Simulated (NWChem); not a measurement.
System: CH6OSSi; SMILES CO[SiH2]S

```xyz
10

Si    -1.0521     0.0106     0.1235
S      0.0955     1.7993     0.4521
O     -0.2073    -1.3806     0.4369
C      0.9933    -1.7520    -0.1819
H     -2.1733     0.0286     1.0929
H     -1.5188     0.0287    -1.2962
H      0.5746     1.8570    -0.8091
H      1.7785    -0.9869    -0.0427
H      1.3471    -2.6911     0.2691
H      0.8641    -1.9227    -1.2672
```
Atoms are numbered in this order, from 1.

Level: PBE0/def2-SVP (NWChem), optimised geometry, unscaled harmonic frequencies. 

| frequency (cm⁻¹) | IR intensity (km/mol) |
|---|---|
| 76 | 4.4 |
| 112 | 0.5 |
| 170 | 1.1 |
| 191 | 22.7 |
| 299 | 10.2 |
| 509 | 44.9 |
| 529 | 39.1 |
| 750 | 14.0 |
| 777 | 39.6 |
| 807 | 3.2 |
| 897 | 309.2 |
| 924 | 126.3 |
| 1175 | 100.9 |
| 1179 | 1.1 |
| 1225 | 167.8 |
| 1471 | 3.9 |
| 1475 | 3.6 |
| 1478 | 10.0 |
| 2225 | 113.1 |
| 2300 | 91.5 |
| 2722 | 0.1 |
| 3012 | 58.8 |
| 3092 | 32.4 |
| 3145 | 22.7 |

```json
{
 "zero_point_energy": "43.6 kcal/mol",
 "thermal correction to the enthalpy at 298.15 K (with zero-point energy)": "48.5 kcal/mol",
 "heat capacity Cv": "21.6 cal/(mol K)",
 "entropy at 298.15 K and 1 atm (symmetry number 1)": "81.5 cal/(mol K)",
 "dipole_moment": "1.93 D"
}
```

Rigid rotor and harmonic oscillator; modes under 100 cm⁻¹ make the entropy uncertain.
